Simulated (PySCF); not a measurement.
Si(Cl)(H)(SMe)2 (C2H7ClS2Si), SMILES Cl[SiH](SC)SC. Geometry optimised at PBE-D3(BJ)/def2-SVP. The values are those of a single conformer.

Q: Give the equilibrium geometry at PBE-D3(BJ)/def2-SVP (PySCF confirms it by a frequency run) as Cartesian coordinates in Å. (Estimate from the structure and the level; the computed values follow.)

A: Several could match; the one computed here: 
```xyz
13

Si     0.0026     0.4450     0.2026
Cl     0.5914     0.4368     2.2009
S      1.1656    -0.8854    -1.0081
C      2.6941     0.1243    -1.1852
S     -2.0283    -0.2180     0.1669
C     -2.3784     0.0387    -1.6237
H      0.1976     1.8476    -0.3050
H      3.3584    -0.4275    -1.8762
H      3.2028     0.2388    -0.2090
H      2.4731     1.1204    -1.6157
H     -2.3743     1.1153    -1.8823
H     -1.6491    -0.5050    -2.2536
H     -3.3911    -0.3701    -1.7994
```
